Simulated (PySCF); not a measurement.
F4OW, multiplicity 1. Atoms are numbered in the order given.

```xyz
6

W      0.0000     0.0000     0.0613
O      0.0000     0.0000     1.7747
F      0.0000     0.0000    -1.8656
F     -1.5883    -0.9170    -0.0720
F      0.0000     1.8340    -0.0720
F      1.5883    -0.9170    -0.0720
```

The structure is a stationary point at r2SCAN-D4/def2-SVP. The multiplicity is an assumed one; other spin states were not compared. The isomer is the one that the SMILES or the coordinates give; other isomers of the formula were not compared. The def2 effective core potentials stand for the cores of W; spin–orbit coupling is left out.

All values below come from r2SCAN-D4/def2-SVP run with PySCF.

Frequencies are harmonic and unscaled.

Modes within 1.5 cm⁻¹ of each other (mostly degenerate sets) share a row, with their intensities summed.

| mode | ν (cm⁻¹) | IR (km/mol) | moving atoms (share of kinetic energy) |
|---|---|---|---|
| 1–2 | 65 | 19.2 | F 73 %, O 26 % |
| 3–4 | 203 | 48.6 | F 73 %, W 17 %, O 9 % |
| 5 | 292 | 13.4 | F 81 %, W 17 % |
| 6–7 | 340 | 4.4 | F 64 %, O 35 % |
| 8 | 639 | 107.6 | F 93 % |
| 9 | 733 | 31.3 | F 98 % |
| 10–11 | 737 | 263.8 | F 86 %, W 14 % |
| 12 | 1024 | 146.2 | O 92 % |
